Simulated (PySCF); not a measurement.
B3LYP has the VWN-RPA correlation part, as in Gaussian. 

H₄AlSi, SMILES `[AlH][SiH3]` (charge 0, multiplicity 2)

Method: B3LYP-D3(BJ)/def2-TZVP // PBE0-D4/def2-TZVP (PySCF).

```yaml
highest_occupied_spin_orbital: -5.25 eV
dipole_moment: 0.58 D
total_energy: -14539.89 eV
cost: around 40 core-seconds (rough)
```

```xyz
6

Al     1.6636    -0.6016     0.3152
Si    -0.7210    -0.0174    -0.0015
H      2.8242     0.3936    -0.1709
H     -1.4041    -1.1090    -0.7543
H     -1.3813     0.0714     1.3336
H     -0.9814     1.2630    -0.7221
```
Charge 0, spin multiplicity 2.
